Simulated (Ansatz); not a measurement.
`N[SiH2][GaH2]` + `C=C=N` → `N=C=[CH][GaH2]` + `N[SiH3]`  (formal exchange of groups at a Ga–Si bond)

Isolated molecules relaxed with PBE0-D4/def2-TZVP in Ansatz; ΔE leaves out vibrations. CBS: MP2 limit from def2 TZ/QZ plus the TZ coupled-cluster correction, frozen cores. This one scheme is used for every species. Functionals use def2-TZVPP. For Ga outer-core shells are correlated without core-valence functions, which leaves a few kJ/mol of doubt a bond. Scalar relativity is left out up to krypton. Each species was taken in one conformer, which may not be the lowest.

`N[SiH2][GaH2]`:

Cartesian coordinates in Å:
```
N 0.955 1.186 0.672
Si -0.558 0.404 0.382
Ga -0.228 -1.417 -1.163
H 1.789 0.628 0.761
H 1.003 1.998 1.267
H -1.498 1.424 -0.167
H -1.242 -0.134 1.605
H 1.210 -2.011 -1.424
H -1.430 -2.080 -1.934
```

`C=C=N`:

Cartesian coordinates in Å:
```
C 0.170 -0.789 0.539
C 0.066 0.324 -0.135
N 0.071 1.394 -0.716
H -0.248 -0.863 1.534
H 0.665 -1.645 0.103
H -0.723 1.579 -1.324
```

`N=C=[CH][GaH2]`:

```xyz
8

N     1.822    0.604   -1.188
C     0.908   -0.062   -0.747
C    -0.166   -0.687   -0.334
Ga   -1.345    0.194    0.915
H     2.724    0.574   -0.725
H    -0.354   -1.686   -0.712
H    -2.628   -0.567    1.387
H    -0.960    1.630    1.405
```

`N[SiH3]`:

Z-matrix (Å, degrees):
```
Si
N 1 1.720
H 1 1.486 2 107.9
H 1 1.494 2 116.0 3 -120.3
H 1 1.486 2 107.9 3 119.4
H 2 1.007 1 119.6 3 -168.6
H 2 1.007 1 119.6 3 49.2
```

```csv
level,ΔE (kJ/mol),difference from CCSD(T)/CBS
LDA (SPW92),-27.3,6.6
BLYP-D4,-28.6,5.3
r2SCAN-D4,-33.2,0.7
BHLYP-D4,-31.0,2.9
ωB97M-V,-30.4,3.5
PBE,-22.9,11.0
r2SCANh,-32.8,1.1
BHLYP,-32.5,1.4
RPA@PBE/def2-TZVPP,-36.2,-2.3
CCSD/def2-SVP,-34.0,-0.1
CCSD(T)/def2-SVP,-36.7,-2.8
HF/def2-TZVPP,-36.9,-3.0
CCSD/def2-TZVPP,-32.5,1.4
MP2/def2-QZVPP,-46.6,-12.7
SCS-MP2/def2-QZVPP,-43.3,-9.4
CCSD/CBS(def2),-31.7,2.2
CCSD(T)/CBS,-33.9,0
```

(1) What do rigid-rotor, harmonic-oscillator terms from PBE0-D4/def2-TZVP frequencies (298.15 K, 1 bar) make of the CCSD(T)/CBS value? (Estimate.)

Largest T1 diagnostic among the species: 0.015.

Results:

(1) Computed: ΔZPE = -3.3 kJ/mol, ΔH = -38.5 kJ/mol, ΔS = -8 J/(mol·K), ΔG = -36.2 kJ/mol.

From BLYP to BHLYP (50 % exact exchange), in def2-TZVPP and without D4, ΔE moves by −4.1 kJ/mol. Leaving LDA and LC-ωPBE aside and taking each functional with its dispersion term where it has one, the values, not all of them listed here, spread over 13.7 kJ/mol, from B2PLYP to PBE-D4. LDA lies −4.4 kJ/mol from PBE without D4.
